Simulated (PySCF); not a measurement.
C6H7S: g tensor and hyperfine couplings

Species: C₆H₇S (doublet state).
Geometry (GFN2-xTB, Å), atoms numbered from 1 in this order:
```xyz
14
C6H7S angstrom
C      3.4200    0.5506    0.1130
C      2.2342    0.0110    0.1151
S      1.4669   -1.4368   -0.1846
C      0.1332   -1.3496    1.1309
C     -0.9731   -0.5461    0.6945
C     -1.8639    0.1346    0.2658
C     -2.9711    0.9354   -0.2040
H      4.3469   -0.0117    0.0263
H      3.5418    1.6162    0.2359
H     -0.1691   -2.3848    1.2933
H      0.6027   -0.9427    2.0262
H     -2.6041    1.8772   -0.6107
H     -3.6532    1.1473    0.6194
H     -3.5119    0.3988   -0.9832
```

The hyperfine couplings belong to this conformer and change with its torsions.

The species is `C=[C]SCC#CC` [radical].

Method: PySCF 2.14.0, UKS B3LYP, pcH-1 on C H S, non-relativistic, mean-field spin-orbit, GIAO. The structure is a single GFN2-xTB conformer in the gas phase; no vibrational or solvent corrections. A GFN2-xTB geometry isn't a minimum of the functional, and hyperfine couplings can be far from their values at a DFT geometry. The frame is twisted about the C1–C2 bond at this geometry (dihedral H8–C1–C2–S3 = -11°); couplings at other torsion angles weren't computed. No stability test was run, so a lower SCF solution isn't excluded.

- g1, g2, g3: 2.00106, 2.00204, 2.00511
- g_iso: 2.00274
- Form of g: rhombic: the two nearest values differ by 24 % of g3 − g1
- ⟨S²⟩: 0.7562 (exact 0.7500)
- α and β electrons: 30, 29
- Total energy: -630.90839 Eh

Isotropic coupling and dipolar principal values T1 to T3, in MHz; ρ(0) is the spin density at the nucleus:

| atom | isotope | a_iso | of which spin–orbit | T1 | T2 | T3 | Mulliken spin population | ρ(0) (bohr⁻³) |
| --- | --- | --- | --- | --- | --- | --- | --- | --- |
| C1 | 13C | 6.2 | 0.0 | -10.4 | -1.8 | 12.2 | -0.07 | 0.0055 |
| C2 | 13C | 276.7 | 0.0 | -67.2 | -55.4 | 122.6 | 0.78 | 0.2461 |
| S3 | 33S | -1.2 | -0.2 | -22.5 | -18.0 | 40.5 | 0.14 | -0.0028 |
| C4 | 13C | 41.6 | 0.0 | -3.4 | -2.6 | 6.0 | 0.02 | 0.0370 |
| C5 | 13C | 3.6 | 0.0 | -1.9 | 0.3 | 1.6 | 0.00 | 0.0032 |
| C6 | 13C | 3.1 | 0.0 | -1.7 | -0.9 | 2.6 | 0.02 | 0.0028 |
| C7 | 13C | -0.6 | 0.0 | -0.2 | -0.1 | 0.3 | 0.00 | -0.0006 |
| H8 | 1H | 139.5 | 0.0 | -5.5 | -1.2 | 6.7 | 0.08 | 0.0312 |
| H9 | 1H | 88.3 | 0.0 | -8.1 | -3.1 | 11.2 | 0.03 | 0.0198 |
| H10 | 1H | -3.1 | 0.0 | -3.2 | -1.8 | 5.0 | 0.00 | -0.0007 |
| H11 | 1H | -1.3 | 0.0 | -4.5 | -1.6 | 6.1 | 0.00 | -0.0003 |
| H12 | 1H | 0.4 | 0.0 | -0.7 | -0.5 | 1.2 | 0.00 | 0.0001 |
| H13 | 1H | 2.6 | 0.0 | -0.5 | -0.4 | 0.9 | 0.00 | 0.0006 |
| H14 | 1H | 1.3 | 0.0 | -0.5 | -0.4 | 0.9 | 0.00 | 0.0003 |

Largest spin populations (Mulliken): C2 (+0.78), S3 (+0.14), H8 (+0.08) and C1 (-0.07).

Under fast tumbling the dipolar parts average out, and these isotropic splittings remain: 1 × 1H (H8, I = 1/2, 2 lines) with 4.98 mT, 1 × 1H (H9, I = 1/2, 2 lines) with 3.15 mT, 2 × 1H (H10/H11, I = 1/2, 3 lines) with 0.08 mT and 3 × 1H (H12/H13/H14, I = 1/2, 4 lines) with 0.05 mT.

Nuclei that the bonding pattern makes equivalent are averaged, as if the motion that swaps them (rotation, inversion, ring flip) were fast.

The 13C coupling of C2 (276.7 MHz) shows only in satellite lines or after enrichment, since that isotope makes up about 1.07 % of natural carbon.
